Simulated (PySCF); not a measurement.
1-bromo-1-chloroethane, C2H4BrCl, SMILES C[C@H](Cl)Br, point group C1.

Level: B3LYP/pcSseg-1 in PySCF (density fitting, grid level 2); geometry and Hessian at that level, cubic constants and property derivatives from steps of ±0.6 along each species' dimensionless normal coordinates, second-order vibrational perturbation theory. The parent has the commonest isotopes.

Equilibrium geometry (Å):

| atom | x | y | z |
| --- | --- | --- | --- |
| C1 | -0.8354 | -0.0166 | -0.0726 |
| C2 | 0.6520 | 0.0900 | 0.1681 |
| Cl3 | 1.3886 | 1.3883 | -0.8495 |
| Br4 | 1.5459 | -1.6398 | -0.1601 |
| H5 | -1.2613 | -0.7860 | 0.5794 |
| H6 | -1.3121 | 0.9440 | 0.1529 |
| H7 | -1.0445 | -0.2791 | -1.1132 |
| H8 | 0.9031 | 0.3369 | 1.1968 |

Task: Give the equilibrium and ground-state rotational constants (MHz) of parent; ⁸¹Br at 4; ²H at 5.

Result: 
| species | Ae | Be | Ce | A0 | B0 | C0 | Δ0 (u Å²) | harmonic ZPE (cm⁻¹) |
| --- | --- | --- | --- | --- | --- | --- | --- | --- |
| parent | 5937.9 | 1950.7 | 1529.5 | 5883.3 | 1941.8 | 1520 | -13.671 | 12405 |
| ⁸¹Br at 4 | 5934.4 | 1931.7 | 1517.5 | 5879.9 | 1922.9 | 1508.2 | -13.673 | 12404 |
| ²H at 5 | 5506.5 | 1950.3 | 1499.3 | 5458.5 | 1941.3 | 1490 | -13.729 | 11703 |

Δ0 = Ic − Ia − Ib from the ground-state constants.

Task: How is the parent's vibrational correction B0 − Be made up?

Result: 
```tsv
axis	harmonic	Coriolis	cubic	total (MHz)
a	10.6	-2.38	-62.7	-54.5
b	2.38	-0.415	-10.8	-8.88
c	0.783	-0.195	-10.1	-9.49
```

Task: And its quartic centrifugal distortion constants from the harmonic force field?

Result: Asymmetric top, A reduction, Ir representation: ΔJ = 0.371 kHz, ΔJK = -0.0772 kHz, ΔK = 5.36 kHz, δJ = 0.0938 kHz, δK = 1.05 kHz.

A mode lies under 250 cm⁻¹, where this perturbation treatment is rough. Internal rotors are held in one well.
